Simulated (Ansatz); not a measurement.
Geometry optimisation, RKS r2SCAN/def2-mTZVP (Ansatz).

Input file:

```yaml
crystal:
  periodic: [false, false, false]
  atoms:
    - { symbol: B, position_ang: [-0.702832, -0.471362, 0.204284] }
    - { symbol: Cl, position_ang: [1.611217, -0.739699, -1.935552] }
    - { symbol: O, position_ang: [-1.11332, -1.504298, -0.286708] }
    - { symbol: H, position_ang: [0.603708, -1.569467, -1.765465] }
    - { symbol: C, position_ang: [-0.19965, 0.823934, 0.829751] }
    - { symbol: H, position_ang: [0.813019, 0.693363, 1.216055] }
    - { symbol: H, position_ang: [-0.168887, 1.621709, 0.085078] }
    - { symbol: H, position_ang: [-0.843156, 1.14582, 1.652556] }
basis:
  gaussian: { orbitals: def2-mTZVP }
hamiltonian:
  xc: r2scan
relax:
  f_tol: 0.03
  max_steps: 50
output:
  orbitals: {}
```

Run as:

```bash
$ ansatz run input.yaml --threads 2 --pin off --max-ram 3072MiB --backend cpu --events-out ev --progress --plain --runs-dir out
```

**Question.** Where does it end, and by what steps?

**Answer.** The run converged. The force dipped under the threshold on the way, but the program's further checks kept it going. After 18 steps the energy has fallen by 0.091 eV; Cl2 moved furthest, 1.60 Å.

```tsv
step	energy less start (eV)	largest force component (eV/Å)	accepted
0	0.0000	0.281	yes
1	-0.0020	0.825	yes
2	-0.0283	0.384	yes
3	-0.0478	0.119	yes
4	-0.0372	1.144	no
5	-0.0526	0.054	yes
6	-0.0587	0.031	yes
7	-0.0656	0.023	yes
8	-0.0720	0.242	yes
9	-0.0816	0.060	yes
10	-0.0852	0.042	yes
11	-0.0874	0.184	yes
12	-0.0883	0.144	yes
13	-0.0853	0.254	no
14	-0.0898	0.013	yes
15	-0.0903	0.033	yes
16	-0.0902	0.126	no
17	-0.0904	0.007	yes
18	-0.0909	0.011	yes
```

```xyz
8
Properties=species:S:1:pos:R:3
B -0.369 -0.163 0.176
Cl 1.530 -2.009 -2.899
O -0.372 -1.110 -0.583
H 0.673 -1.726 -1.943
C -0.367 1.024 1.130
H 0.551 1.044 1.723
H -0.433 1.965 0.579
H -1.213 0.975 1.818
```

Whether the end is a true minimum wasn't checked by a vibrational analysis.

Time of the run: 48 s on 2 threads of Arm Neoverse V1 (shared host), peak memory 0.18 GiB.
